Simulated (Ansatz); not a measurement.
Cost and result up the ladder for `CCCCCCCCCCCCP(=O)(O)O` (43 atoms). Total charge 0; singlet. Geometry: PBE-D4/def2-SVP.

```xyz
43

C    -5.8465   -3.8065   -0.4091
C    -5.0449   -3.3697   -1.6382
C    -3.6532   -2.7977   -1.3287
C    -3.6650   -1.4781   -0.5469
C    -2.2745   -0.9123   -0.2257
C    -1.4564   -0.4884   -1.4525
C    -0.1376    0.2248   -1.1246
C     0.8928   -0.6454   -0.3932
C     2.2656    0.0143   -0.2064
C     2.2652    1.2509    0.6986
C     3.6607    1.8462    0.9021
C     3.6616    3.0880    1.7998
P     5.3249    3.7465    2.0805
O     6.3728    2.8618    2.6963
O     5.7140    4.2853    0.5722
O     5.0064    5.1049    2.9554
H    -6.0664   -2.9576    0.2702
H    -6.8193   -4.2537   -0.6978
H    -5.2927   -4.5668    0.1816
H    -5.6274   -2.6143   -2.2127
H    -4.9279   -4.2384   -2.3218
H    -3.0635   -3.5529   -0.7590
H    -3.1093   -2.6534   -2.2870
H    -4.2463   -0.7207   -1.1220
H    -4.2174   -1.6195    0.4070
H    -2.3903   -0.0307    0.4440
H    -1.7071   -1.6652    0.3656
H    -1.2373   -1.3759   -2.0871
H    -2.0825    0.1836   -2.0812
H     0.3180    0.5942   -2.0706
H    -0.3602    1.1342   -0.5227
H     1.0244   -1.5932   -0.9612
H     0.4971   -0.9450    0.6027
H     2.6794    0.2930   -1.2025
H     2.9739   -0.7336    0.2135
H     1.8284    0.9836    1.6879
H     1.5966    2.0332    0.2761
H     4.1025    2.1142   -0.0818
H     4.3383    1.0834    1.3437
H     3.2470    2.8630    2.8053
H     3.0444    3.9070    1.3730
H     6.6801    4.1888    0.4550
H     5.7318    5.2181    3.6020
```

Ansatz on 2 threads of AMD EPYC 7R13 on a shared host and a share (18 GiB) of an NVIDIA H100 80GB HBM3. Times are rough, and most runs start from the orbitals of an earlier one. CAM-B3LYP-D4/def2-TZVP serves as the yardstick here, not as an exact answer. Differences are given only for rows in sets of like size (and for xTB, whose basis is part of the method), since another set adds its own error. Binding counts from free atoms at the same level (C triplet, P quartet, O triplet, H doublet; other spins of the atoms weren't run), without zero-point energy or a counterpoise term.

Correlated methods freeze 20 core orbitals. Single mean-field runs in def2-TZVP are fitted with def2-universal-jkfit.

Correlated methods converge slowly with the basis.

| level | functions | wall time | binding energy per atom (eV) | difference from CAM-B3LYP-D4/def2-TZVP (eV) |
| --- | --- | --- | --- | --- |
| PBE-D4/def2-SVP | 363 | 3.3 s | 4.30 | – |
| HF/def2-TZVP | 664 | 3.7 s | 3.10 | -1.11 |
| CAM-B3LYP-D4/def2-TZVP | 664 | 4.6 s | 4.21 | 0.00 |
| PBE0-D4/def2-TZVP (with forces) | 664 | 5.5 s | 4.22 | 0.01 |
| r2SCAN-D4/def2-TZVP | 664 | 5.5 s | 4.20 | -0.01 |
| PBE-D4/def2-TZVP (with forces) | 664 | 7.5 s | 4.28 | 0.07 |
| B97M-V/def2-TZVP | 664 | 7.5 s | 4.19 | -0.02 |
| PBE0-D4/def2-SVP | 363 | 7.5 s | 4.24 | – |
| MP2/def2-TZVP | 664 | 8 s | 4.11 | -0.10 |
